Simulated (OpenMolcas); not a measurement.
Tc5+: the spin-orbit constant, worked from levels

```
Program             : OpenMolcas 26.06
Basis               : ANO-RCC-VTZP [7s6p4d2f1g]
Scalar Hamiltonian  : DKH2, point nucleus
Active space        : 2 electrons in 5 orbitals (4d)
State averaging     : 2S+1 = 3 even, 10 roots; 2S+1 = 1 even, 15 roots
Spin-orbit coupling : RASSI with atomic mean-field integrals over the reference wave functions, term energies averaged over their components
```

Methods: CASSCF; SS-CASPT2, IPEA 0.25 Eh, imaginary shift 0.1 Eh (closed shells correlated: 4s 4p).

**The spin-orbit constant.** For the Hund term ³F of d2, E(J) = (A/2) J(J+1) + constant and ζ = 2S·A = 2A. From J = 2 to J = 4 the energy changes by 7 A.

```
   Source  E(4) - E(2)      A     ζ
   CASSCF       4360.1  622.9  1246
SS-CASPT2       4399.6  628.5  1257
```

All in cm-1. Both methods take the spin-orbit matrix elements from the reference wave functions, so the second can move ζ only through the term energies and any multistate remixing. Second-order mixing with other terms is absorbed into this ζ.

Term energies are means over components that CASPT2 splits; among the terms shown or strongly mixed into the levels shown the widest spread is 390 cm-1 (4d² ³F, SS-CASPT2). Without dynamic correlation excited terms often stand tens of per cent too high (terms of higher spin than the ground term too low), and those without a measured partner can miss by more than the paired ones (holds for CASSCF). Levels of configurations outside the active space are missing.
